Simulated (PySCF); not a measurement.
C4H3ClF2, SMILES C(/F)=C(\Cl)C(F)=C.

Geometry: B3LYP-D3(BJ)/def2-SVP. The structure was generated by enumeration; whether it is a known compound was not checked. Other conformers were not sampled.

Vertical ionisation energy (IE) and electron affinity (EA) in eV. Rows of orbital energies are one-electron estimates. Where ΔSCF, EOM or ADC give a negative EA the extra electron is unbound and the value depends on the basis.

```
level                                           IE    EA
--------------------------------------------  ----  ----
−ε(HOMO), −ε(LUMO), r2SCAN/def2-TZVP (PySCF)  6.21  2.20
−ε(HOMO), −ε(LUMO), PBE/def2-TZVP (PySCF)     6.00  2.31
```
